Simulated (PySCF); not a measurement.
Nb(O)2(OH) (HNbO₃), SMILES [O]=[Nb](=[O])[OH], multiplicity 1. Heavy atoms are numbered as in [Nb:1](=[O:2])(=[O:3])[OH:4]. Hydrogens are named by the atom that carries them.

Geometry optimised at PBE0-D3(BJ)/def2-SVP. The multiplicity is an assumed one; other spin states were not compared. The def2 effective core potentials stand for the cores of Nb; spin–orbit coupling is left out. Other conformers were not sampled.

These are PBE/def2-TZVPD in PySCF values and carry that method's errors.

Mulliken values depend strongly on the basis, most of all with diffuse functions as here. ESP charges are fitted to the potential on shells at 1.4 to 2.0 van der Waals radii. Atomic charges (e), one atom of each kind:

```json
[
 {"atom": "Nb1", "Mulliken": "1.94", "ESP fit": "?"},
 {"atom": "O2", "Mulliken": "-0.71", "ESP fit": "?"},
 {"atom": "O4 (OH)", "Mulliken": "-0.78", "ESP fit": "?"},
 {"atom": "H on O4", "Mulliken": "0.26", "ESP fit": "?"}
]
```

Task: Fill in the missing entries. (The exact figures need the calculation; the answer reports its results.)

Result: 
- Nb1, ESP fit: 1.79
- O2, ESP fit: -0.69
- O4 (OH), ESP fit: -0.88
- H on O4, ESP fit: 0.43
